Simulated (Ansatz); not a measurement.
Reactions of CH₄F₂Si (`FC(F)[SiH3]`).

Gas-phase electronic energies from Ansatz, PBE0-D4/def2-TZVP geometries. CBS: MP2 limit from def2 TZ/QZ plus the TZ coupled-cluster correction, frozen cores. This one scheme is used for every species. Open shells (•) are unrestricted, without spin–orbit coupling. For As outer-core shells are correlated without core-valence functions, which leaves a few kJ/mol of doubt a bond. Scalar relativity is left out up to krypton. Each species was taken in one conformer, which may not be the lowest.

Q: Order these by ΔE at CCSD(T)/CBS, lowest first. (Best estimate.)
A. `FC(F)[SiH3]` + `OC[SiH2]Cl` → `[SiH3]OC[SiH2]Cl` + `FCF`
B. `FC(F)[SiH3]` → `F[C]F` + SiH₄
C. `FC(F)[SiH3]` → `F[CH]F`• + `[SiH3]`•
D. `FC(F)[SiH3]` + `N#CO` → `N#COC(F)[SiH3]` + H–F
E. `FC(F)[SiH3]` + `CC=N` → `C/C=N\[SiH3]` + `FCF`
F. `FC(F)[SiH3]` + `OC[AsH2]` → `OC([SiH3])[AsH2]` + `FCF`
G. `FC(F)[SiH3]` → `[CH]F` + `F[SiH3]`
H. `FC(F)[SiH3]` → `FC[SiH2]F`

A: H (-2.03 eV), A (-1.26 eV), E (-0.66 eV), F (-0.30 eV), D (-0.06 eV), G (+1.91 eV), B (+2.45 eV), C (+3.63 eV).

Largest T1 diagnostic: 0.018, for `[CH]F`.
